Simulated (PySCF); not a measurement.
AlH₂NO (calculated)

Calculation on a computer-drawn molecule: vertical ionisation energy to the stated ion spin, frozen-core CCSD(T) at the basis limit and cheaper methods, single-reference cases, UHF for radicals, no spin-orbit; all values are single points at the evaluated structure, the first of each entry, which is the reference or a displaced copy of it and isn't optimised; the reference structure only sets the zero of the energies above reference; triples share is (T) over the correlation energy. Program: PySCF 2.14.0.

Common to all runs: charge 0; multiplicity 1; ion multiplicity 2; diffuse functions no; basis cc-pV(n+d)Z; reference is the Hartree-Fock double-zeta minimum; best is HF at quadruple zeta + MP2 correlation extrapolated from triple and quadruple zeta + CCSD(T) minus MP2 at triple zeta; basis step is the size of the change from the same recipe one zeta lower.

(1) 
```xyz
5
formula=AlH2NO ionisation_energy_best=8.815 ionisation_energy_basis_step=0.08704 energy_above_reference_best=6.813 energy_above_reference_basis_step=0.09759 ionisation_energy_Koopmans_at_triple_zeta=9.183 ionisation_energy_EOM_CCSD_at_triple_zeta=8.613 total_energy_HF_triple_zeta=-372.4462 total_energy_CCSD(T)_triple_zeta=-372.9963 total_energy_best=-373.0798 T1_diagnostic_at_triple_zeta=0.01605 D1_diagnostic_at_triple_zeta=0.03911 ion_T1_diagnostic_at_triple_zeta=0.01353 ion_D1_diagnostic_at_triple_zeta=0.03405 ion_spin_squared_at_triple_zeta=0.7587 triples_share_at_triple_zeta=0.03902 basis_functions_triple_zeta=127 dipole_magnitude_HF_at_triple_zeta=3.724 dipole_magnitude_CCSD_unrelaxed_at_triple_zeta=3.267 dipole_magnitude_PBE_at_triple_zeta=3.096 dipole_magnitude_r2SCAN_at_triple_zeta=3.276 dipole_magnitude_B3LYP_at_triple_zeta=3.25 dipole_magnitude_wB97X_at_triple_zeta=3.439
N      0.7651    -0.1699    -1.4984
Al    -0.0801     0.6753    -2.5403
O     -0.9964     1.5299    -3.6293
H      1.3049    -0.5840    -0.9130
H     -1.8261     1.4113    -4.0555
```

Units: ionisation_energy_best, ionisation_energy_basis_step, ionisation_energy_Koopmans_at_triple_zeta, ionisation_energy_EOM_CCSD_at_triple_zeta in eV; energy_above_reference_best, energy_above_reference_basis_step in kcal/mol; total_energy_HF_triple_zeta, total_energy_CCSD(T)_triple_zeta, total_energy_best in hartree; dipole_magnitude_HF_at_triple_zeta, dipole_magnitude_CCSD_unrelaxed_at_triple_zeta, dipole_magnitude_PBE_at_triple_zeta, dipole_magnitude_r2SCAN_at_triple_zeta, dipole_magnitude_B3LYP_at_triple_zeta, dipole_magnitude_wB97X_at_triple_zeta in debye.

Reference structure:
```xyz
5
AlH2NO
N      0.7656    -0.1704    -1.4983
Al    -0.0801     0.6761    -2.5395
O     -0.9964     1.5302    -3.6287
H      1.3596    -0.6271    -0.8526
H     -1.8261     1.4117    -4.0566
```

Drawn bonds:
```csv
atom,other atom,order
1,2,2
2,3,1
1,4,1
3,5,1
```

Triple zeta:
```csv
method,ionisation energy (eV),energy above reference (kcal/mol)
HF,6.869,5.479
PBE,8.718,7.625
r2SCAN,8.511,6.844
B3LYP,8.638,6.802
wB97X,8.527,6.707
MP2,8.745,6.963
CCSD,8.421,6.66
CCSD(T),8.577,6.892
```

(2) 
```xyz
5
formula=AlH2NO ionisation_energy_best=8.749 ionisation_energy_basis_step=0.08709 energy_above_reference_best=0.3357 energy_above_reference_basis_step=0.02308 ionisation_energy_Koopmans_at_triple_zeta=9.138 ionisation_energy_EOM_CCSD_at_triple_zeta=8.531 total_energy_HF_triple_zeta=-372.4536 total_energy_CCSD(T)_triple_zeta=-373.0068 total_energy_best=-373.0901 T1_diagnostic_at_triple_zeta=0.01624 D1_diagnostic_at_triple_zeta=0.03992 ion_T1_diagnostic_at_triple_zeta=0.01375 ion_D1_diagnostic_at_triple_zeta=0.03395 ion_spin_squared_at_triple_zeta=0.7598 triples_share_at_triple_zeta=0.0397 basis_functions_triple_zeta=127 dipole_magnitude_HF_at_triple_zeta=3.591 dipole_magnitude_CCSD_unrelaxed_at_triple_zeta=3.132 dipole_magnitude_PBE_at_triple_zeta=2.957 dipole_magnitude_r2SCAN_at_triple_zeta=3.139 dipole_magnitude_B3LYP_at_triple_zeta=3.111 dipole_magnitude_wB97X_at_triple_zeta=3.307
N      0.7651    -0.1699    -1.4984
Al    -0.0801     0.6753    -2.5403
O     -0.9964     1.5299    -3.6293
H      1.3788    -0.6407    -0.8327
H     -1.8261     1.4113    -4.0555
```

Units: ionisation_energy_best, ionisation_energy_basis_step, ionisation_energy_Koopmans_at_triple_zeta, ionisation_energy_EOM_CCSD_at_triple_zeta in eV; energy_above_reference_best, energy_above_reference_basis_step in kcal/mol; total_energy_HF_triple_zeta, total_energy_CCSD(T)_triple_zeta, total_energy_best in hartree; dipole_magnitude_HF_at_triple_zeta, dipole_magnitude_CCSD_unrelaxed_at_triple_zeta, dipole_magnitude_PBE_at_triple_zeta, dipole_magnitude_r2SCAN_at_triple_zeta, dipole_magnitude_B3LYP_at_triple_zeta, dipole_magnitude_wB97X_at_triple_zeta in debye.

Reference structure:
```xyz
5
AlH2NO
N      0.7656    -0.1704    -1.4983
Al    -0.0801     0.6761    -2.5395
O     -0.9964     1.5302    -3.6287
H      1.3596    -0.6271    -0.8526
H     -1.8261     1.4117    -4.0566
```

Drawn bonds:
```csv
atom,other atom,order
1,2,2
2,3,1
1,4,1
3,5,1
```

Triple zeta:
```csv
method,ionisation energy (eV),energy above reference (kcal/mol)
HF,6.791,0.8212
PBE,8.641,0.07611
r2SCAN,8.437,0.3232
B3LYP,8.558,0.3256
wB97X,8.447,0.3926
MP2,8.689,0.314
CCSD,8.346,0.4045
CCSD(T),8.506,0.3262
```

(3) 
```xyz
5
formula=AlH2NO ionisation_energy_best=8.559 ionisation_energy_basis_step=0.06727 energy_above_reference_best=52.8 energy_above_reference_basis_step=0.3227 ionisation_energy_Koopmans_at_triple_zeta=9.117 ionisation_energy_EOM_CCSD_at_triple_zeta=8.277 total_energy_HF_triple_zeta=-372.3541 total_energy_CCSD(T)_triple_zeta=-372.9228 total_energy_best=-373.0065 T1_diagnostic_at_triple_zeta=0.01812 D1_diagnostic_at_triple_zeta=0.04508 ion_T1_diagnostic_at_triple_zeta=0.02188 ion_D1_diagnostic_at_triple_zeta=0.06841 ion_spin_squared_at_triple_zeta=0.8091 triples_share_at_triple_zeta=0.04283 basis_functions_triple_zeta=127 dipole_magnitude_HF_at_triple_zeta=3.299 dipole_magnitude_CCSD_unrelaxed_at_triple_zeta=2.852 dipole_magnitude_PBE_at_triple_zeta=2.62 dipole_magnitude_r2SCAN_at_triple_zeta=2.801 dipole_magnitude_B3LYP_at_triple_zeta=2.793 dipole_magnitude_wB97X_at_triple_zeta=2.977
N      0.7651    -0.1699    -1.4984
Al    -0.0801     0.6753    -2.5403
O     -0.9964     1.5299    -3.6293
H      1.6441    -0.8442    -0.5451
H     -1.8261     1.4113    -4.0555
```

Units: ionisation_energy_best, ionisation_energy_basis_step, ionisation_energy_Koopmans_at_triple_zeta, ionisation_energy_EOM_CCSD_at_triple_zeta in eV; energy_above_reference_best, energy_above_reference_basis_step in kcal/mol; total_energy_HF_triple_zeta, total_energy_CCSD(T)_triple_zeta, total_energy_best in hartree; dipole_magnitude_HF_at_triple_zeta, dipole_magnitude_CCSD_unrelaxed_at_triple_zeta, dipole_magnitude_PBE_at_triple_zeta, dipole_magnitude_r2SCAN_at_triple_zeta, dipole_magnitude_B3LYP_at_triple_zeta, dipole_magnitude_wB97X_at_triple_zeta in debye.

Reference structure:
```xyz
5
AlH2NO
N      0.7656    -0.1704    -1.4983
Al    -0.0801     0.6761    -2.5395
O     -0.9964     1.5302    -3.6287
H      1.3596    -0.6271    -0.8526
H     -1.8261     1.4117    -4.0566
```

Drawn bonds:
```csv
atom,other atom,order
1,2,2
2,3,1
1,4,1
3,5,1
```

Triple zeta:
```csv
method,ionisation energy (eV),energy above reference (kcal/mol)
HF,6.485,63.26
PBE,8.406,49.77
r2SCAN,8.202,53.32
B3LYP,8.312,53.15
wB97X,8.179,56.03
MP2,8.57,54
CCSD,8.119,54.63
CCSD(T),8.299,53.05
```

(4) 
```xyz
5
formula=AlH2NO
N      0.7843    -0.2704    -1.4709
Al    -0.0134     0.6645    -2.5510
O     -0.9778     1.5562    -3.6205
H      1.4132    -0.6002    -0.9346
H     -1.9537     1.3662    -4.0614
```

Reference structure:
```xyz
5
AlH2NO
N      0.7656    -0.1704    -1.4983
Al    -0.0801     0.6761    -2.5395
O     -0.9964     1.5302    -3.6287
H      1.3596    -0.6271    -0.8526
H     -1.8261     1.4117    -4.0566
```

Drawn bonds:
```csv
atom,other atom,order
1,2,2
2,3,1
1,4,1
3,5,1
```

Question: Give the missing energy above reference basis step for AlH₂NO (entry 4).
Answer: 0.5142 kcal/mol

Question: AlH₂NO (entry 4): dipole magnitude wB97X at triple zeta?
Answer: 3.56 debye

Question: What total energy HF triple zeta does the calculation give for AlH₂NO (entry 4)?
Answer: -372.4219 hartree

Question: What energy above reference best does the calculation give for AlH₂NO (entry 4)?
Answer: 16.05 kcal/mol

Further results for AlH₂NO (entry 4):

- ionisation energy best: 8.68 eV
- ionisation energy basis step: 0.08892 eV
- ionisation energy Koopmans at triple zeta: 9.056 eV
- ionisation energy EOM CCSD at triple zeta: 8.476 eV
- total energy CCSD(T) triple zeta: -372.9819 hartree
- total energy best: -373.0651 hartree
- T1 diagnostic at triple zeta: 0.01872
- D1 diagnostic at triple zeta: 0.04879
- ion T1 diagnostic at triple zeta: 0.01536
- ion D1 diagnostic at triple zeta: 0.03854
- ion spin squared at triple zeta: 0.7596
- triples share at triple zeta: 0.04143
- basis functions triple zeta: 127
- dipole magnitude HF at triple zeta: 3.891 debye
- dipole magnitude CCSD unrelaxed at triple zeta: 3.333 debye
- dipole magnitude PBE at triple zeta: 3.149 debye
- dipole magnitude r2SCAN at triple zeta: 3.347 debye
- dipole magnitude B3LYP at triple zeta: 3.327 debye

Triple zeta:
```csv
method,ionisation energy (eV),energy above reference (kcal/mol)
HF,6.676,20.71
PBE,8.576,14.46
r2SCAN,8.361,16.08
B3LYP,8.483,15.98
wB97X,8.356,17.5
MP2,8.604,15.83
CCSD,8.268,16.77
CCSD(T),8.438,15.92
```
